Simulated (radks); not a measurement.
Results of a calculation; reference values are marked as such.
Problem. Species: Kr4+. Configuration: [Ar] 3d10 4s2 4p2. Code: a radial shooting solver on a logarithmic mesh with Libxc functionals. Model: Dirac Kohn-Sham, PBE, spin-unpolarised, spherical densities, finite nucleus; open shells fill j = l - 1/2 first; Fermi nuclear charge, rms radius 4.1884 fm. Some entries of the table are withheld. Estimate them.

orbital,occ.,eigenvalue (hartree),<1/r> (bohr^-1)
1s1/2,2,-522.2517,(1)
2s1/2,2,-70.58192,8.229
2p1/2,2,-63.99073,8.197
2p3/2,4,-62.01181,7.912
3s1/2,2,-11.76788,(2)
3p1/2,2,-9.43845,2.602
3p3/2,4,-9.14666,2.534
3d3/2,4,-5.08524,2.292
3d5/2,6,-5.03697,2.274
4s1/2,2,(3),0.9368
4p1/2,2,(4),(5)
4p3/2,0,(6),(7)

Solution. 
(1) 1s1/2 <1/r> (bohr^-1): 36.77
(2) 3s1/2 <1/r> (bohr^-1): 2.716
(3) 4s1/2 eigenvalue (hartree): -2.67313
(4) 4p1/2 eigenvalue (hartree): -2.09332
(5) 4p1/2 <1/r> (bohr^-1): 0.8353
(6) 4p3/2 eigenvalue (hartree): -2.05712
(7) 4p3/2 <1/r> (bohr^-1): 0.8206
